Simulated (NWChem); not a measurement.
# CH6OSi2; SMILES C1[SiH2]O[SiH2]1

```xyz
10

C      0.0000     0.0000     1.3280
Si     1.2601     0.0000    -0.0924
O      0.0000     0.0000    -1.2333
Si    -1.2601     0.0000    -0.0924
H      0.0000    -0.8962     1.9666
H      0.0000     0.8962     1.9666
H      2.1148     1.2177    -0.2019
H      2.1148    -1.2177    -0.2019
H     -2.1148    -1.2177    -0.2019
H     -2.1148     1.2177    -0.2019
```
Atoms are numbered in this order, from 1.

All runs: NWChem. Pople sets run with spherical d functions. Geometry: optimised at PBE0/def2-SVP. GIAO values for the isolated, static molecule; σ is the absolute isotropic shielding, δ = σ(reference) − σ with the isolated reference molecule computed at the same levels (13C: tetramethylsilane, 1H: tetramethylsilane, 17O: water, 29Si: tetramethylsilane).

Estimate the computed values for B3LYP/6-31G*. Quantities: δ C1 (ppm); δ Si2 (ppm); δ O3 (ppm); δ H5 (ppm); δ H7 (ppm).


```yaml
"δ C1 (ppm)": 7.6
"δ Si2 (ppm)": 27.4
"δ O3 (ppm)": 62.0
"δ H5 (ppm)": 1.30
"δ H7 (ppm)": 5.79
```
